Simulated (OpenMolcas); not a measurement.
Levels of Zr by method

```json
{
  "Program": "OpenMolcas",
  "Basis": "ANO-RCC-VTZP [7s6p4d2f1g]",
  "Scalar Hamiltonian": "DKH2, point nucleus",
  "Active space": "2 electrons in 5 orbitals (4d)",
  "State averaging": "2S+1 = 3 even, 10 roots; 2S+1 = 1 even, 15 roots",
  "Spin-orbit coupling": "state interaction with AMFI integrals over the reference wave functions, term energies averaged over their components"
}
```

Methods on the same reference wave functions:
A. CASSCF
B. SS-CASPT2, IPEA 0.25 Eh, imaginary shift 0.1 Eh (closed shells correlated: 4s 4p 5s)
C. XMS-CASPT2, IPEA 0.25 Eh, imaginary shift 0.1 Eh (closed shells correlated: 4s 4p 5s)

Energies in cm⁻¹ above 4d² 5s² ³F₂, the measured ground level; measured values from NIST Handbook of Basic Atomic Spectroscopic Data.

```
      Level      A      B      C  Measured
4d² 5s² ³F₂    0.0    0.0    0.0       0.0
4d² 5s² ³F₃    585    613    611       570
4d² 5s² ³F₄   1304   1329   1326      1241
4d² 5s² ¹D₂   8249   4760   4900          
4d² 5s² ³P₀   9319   7170   6580      4197
4d² 5s² ³P₁   9540   7410   6820      4376
4d² 5s² ³P₂  10068   7860   7300          
4d² 5s² ¹G₄  12435   9840   9450      8057
4d² 5s² ¹S₀  29436  19840  19970
```

Deviations, from unrounded energies. A percentage is the sum of absolute deviations over the sum of measured energies, with the sign that they share, or ± where signs differ.

```
                        Against measurement  Levels      A      B      C
             mean absolute deviation (cm-1)       5   2900   1600   1300
      fine structure of the ground term (%)       2   +4.3   +7.2   +6.9
other terms of the ground configuration (%)       3  +88.2  +46.8  +37.4
```

C lies closest to measurement on these levels and A furthest from it. The largest miss of C in the table is 4d² 5s² ³P₁, by +2400 cm-1. The ranking rests on the paired levels alone, and a cruder setting can come out closer through cancelling errors.

Between B and C the level of the table that moves most is 4d² 5s² ³P₁, by 590 cm-1 (lowest in C, highest in B). Moves below CASPT2's spread within the term are not significant.

The mean deviations of B to C differ by less than CASPT2's widest spread within a term (960 cm-1), so their order carries little weight.

From A to B the spin-free energies of the other terms of 4d² 5s² shown, above ³F, scale by factors of 0.52 to 0.77.

The lowest spin-free term lies below A's lowest term by 0.326 hartree in B, 0.335 hartree in C.

Term energies are means over components that CASPT2 splits; among the terms shown or strongly mixed into the levels shown the widest spread is 960 cm-1 (4d² 5s² ¹G, C). With the s shell closed, the reference lacks s² → p², s² → d² and s → d mixing, so excited terms can stand far too high and out of order, with CASPT2 too. Without dynamic correlation excited terms often stand tens of per cent too high (terms of higher spin than the ground term too low), and those without a measured partner can miss by more than the paired ones (holds for A). Some terms miss by over 15 % even with CASPT2, which points to a basis or an active space too small for the shells correlated (holds for B; C). Measured partners are found by configuration, term and J. A level has none where our copy of the source lacks it or the pairing is in doubt (some pairs that miss far off the trend of their configuration count as doubtful), and it then counts in no deviation. Levels of configurations outside the active space are missing.
